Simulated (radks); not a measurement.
The numbers below are computed, except where a source is named.
Species: Al4+. Configuration: [He] 2s2 2p5.

Level of theory: non-relativistic Kohn-Sham, r2SCAN, spin-unpolarised, spherical densities, point nucleus; meta-GGA in the generalised Kohn-Sham scheme (a radial shooting solver on a logarithmic mesh with Libxc functionals).

Energy parts (hartree):
total: -235.88544
kinetic: 235.58697
electron-nucleus: -540.44946
Hartree: 85.59914
exchange-correlation: -16.62209

Orbitals (lengths in bohr, moments of r in powers of bohr; r(max) is where P^2 peaks):
orbital	occ.	eigenvalue (hartree)	<r^4>	<r>	r(max)
1s	2	-58.70034	0.0009889	0.1204	0.07871
2s	2	-6.58320	0.3382	0.6036	0.4887
2p	5	-5.14880	0.3389	0.5658	0.4175

The highest occupied level is 2p at -140.11 eV. Summed over all electrons, <r^2> = 2.901 bohr^2, which gives a Langevin (diamagnetic) susceptibility term of -2.3 x 10^-6 cm^3/mol. The electron density at the nucleus is 1406 e/bohr^3. Virial ratio -V/T = 2.00127.
